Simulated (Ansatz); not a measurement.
Input for Ansatz (a program for electronic structure): R-wB97M-V/def2-TZVPP on ClH2NSi (SMILES N[Si]Cl), a point of a torsion scan.

Ansatz 0.2 input:
```yaml
crystal:
  periodic: [false, false, false]
  atoms:
    - {symbol: N, position_ang: [-0.66167550, -0.01395742, 0.05815731]}
    - {symbol: Si, position_ang: [0.75108863, -0.91023251, 0.39173791]}
    - {symbol: Cl, position_ang: [1.88326682, 0.62179961, 1.24547683]}
    - {symbol: H, position_ang: [-0.77662877, 0.96918812, 0.26825396]}
    - {symbol: H, position_ang: [-1.47878861, -0.41209457, -0.37280405]}
basis:
  gaussian:
    orbitals: def2-TZVPP
hamiltonian:
  xc: {name: wB97M-V}
scf: {lower_state_search: off}
```

It printed:

```
WARN ansatz: RAYON_NUM_THREADS=1 ignored (pool sized by the plan → 1); use --threads N
Functional definition: wB97M-V
these checks for a lower state are left out or cut short: stability, starts, cluster_reference, orbital_swaps, neighbouring_geometries, increment
integrals: 0.08 GiB planned
874 factors; their error is unknown
integrals: 0.11 GiB planned
163 factors; integrals over basis functions are off by at most 5.0e-5 eV
mean field: 0.65 GiB planned
mean field evaluation 1: about -21919.3352 eV, gradient 5.0e1 eV
mean field evaluation 2: about -21918.2649 eV, gradient 5.4e1 eV
mean field evaluation 4: about -21924.0844 eV, gradient 1.5e0 eV
mean field evaluation 8: about -21924.1144 eV, gradient 3.8e-2 eV
mean field evaluation 16: about -21924.1144 eV, gradient 1.6e-5 eV
mean field -21924.11441517 eV, -805.6963440590 hartree, gradient 4.7e-6 eV, S^2 0.000000; 0 other end points of the search recorded, 0 dependent functions left out
reference -21924.11445147 eV, -805.6963453929 hartree; 20, 20 occupied and 123, 123 virtual orbitals, 874 factors
Total energy: -21924.11445147 eV, -805.6963453929 hartree
Checks for a lower state left out: stability, starts, cluster_reference, orbital_swaps, neighbouring_geometries, increment
```

The run converged.

Cost: very roughly 2.9 core-seconds.
